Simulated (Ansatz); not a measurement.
Calculated with Ansatz (gas phase, PBE0-D4/def2-TZVP geometries, no zero-point term in ΔE). CCSD(T)/CBS adds triple-zeta CCSD(T) − MP2 to the extrapolated MP2 energy (def2 sets, frozen cores). This one scheme is used for every species. DFT in def2-TZVPP. For Ge outer-core shells are correlated without core-valence functions, which leaves a few kJ/mol of doubt a bond. Scalar relativity is left out up to krypton. One conformer a species, not always the lowest.

`B[CH2][GeH2][CH3]` + H₂S → `[CH3][GeH2][CH2]S` + BH₃  (substitution at a C–B bond)

```
         level  ΔE (eV)
        PBE-D4     0.97
MP2/def2-QZVPP     0.89
 MP2/CBS(def2)     0.88
CCSD/CBS(def2)     0.88
```

Task: What does CCSD(T)/CBS give? (An estimate is asked.)

Result: Computed: +0.89 eV. The listed levels differ from it by 0.08, 0.00, -0.01, -0.01 eV.

Largest T1 diagnostic among the species: 0.011.

In def2-TZVPP, CCSD(T) changes the Hartree–Fock value by +0.15 eV (the triples alone add +0.01 eV) and MP2 by +0.14 eV. The D4 term adds −0.03 eV with B3LYP and −0.02 eV with PBE0; it sums over pairs of atoms, weighted by their polarisabilities, and B3LYP, whose exchange is more repulsive, gets the larger term.

B3LYP here is the variant with VWN-RPA as its local correlation; programs differ in this.
